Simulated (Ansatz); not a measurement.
Start from `O=CC([SiH3])[SiH3]` and change one atom or group to get `OC([SiH3])[SiH3]`.

Ansatz, PBE0-D4/def2-TZVP geometries, multiplicity 1. Each molecule was computed in one conformer, which needn't be the lowest.

```
                                                                                  property  `O=CC([SiH3])[SiH3]`
                                                         LUMO energy (PBE/def2-TZVPP) / eV                 -2.14
                                                   HOMO–LUMO gap (ωB97M-V/def2-TZVPP) / eV                 11.20
                                                        HOMO energy (PBE0/def2-TZVPP) / eV                 -7.64
                                        size of the dipole moment (ωB97M-V/def2-TZVPP) / D                  2.68
                                                         HOMO energy (PBE/def2-TZVPP) / eV                 -6.08
ideal-gas entropy at 298 K and 1 bar (rigid rotor, harmonic PBE0-D4/def2-TZVP) / J/(mol·K)                   371
```

Q: Give the same properties after the change, and the shifts. (Best estimate.)

A: Ansatz gave: 
```tsv
property	`OC([SiH3])[SiH3]`	shift
LUMO energy (PBE/def2-TZVPP) / eV	-0.77	1.37
HOMO–LUMO gap (ωB97M-V/def2-TZVPP) / eV	11.74	0.54
HOMO energy (PBE0/def2-TZVPP) / eV	-7.76	-0.12
size of the dipole moment (ωB97M-V/def2-TZVPP) / D	1.46	-1.22
HOMO energy (PBE/def2-TZVPP) / eV	-6.29	-0.21
ideal-gas entropy at 298 K and 1 bar (rigid rotor, harmonic PBE0-D4/def2-TZVP) / J/(mol·K)	347	-24
```

With PBE0 the HOMO falls by 0.12 eV and the LUMO rises by 1.11 eV, so the gap widens by about 1.23 eV. PBE moves the HOMO by -0.21 eV and ωB97M-V by -0.02 eV. The zero-point energy changes by -14.3 kJ/mol with -3 modes. Dipoles are sizes alone; their direction can turn.

Positive LUMOs are unbound, so they and the gaps depend on the basis.
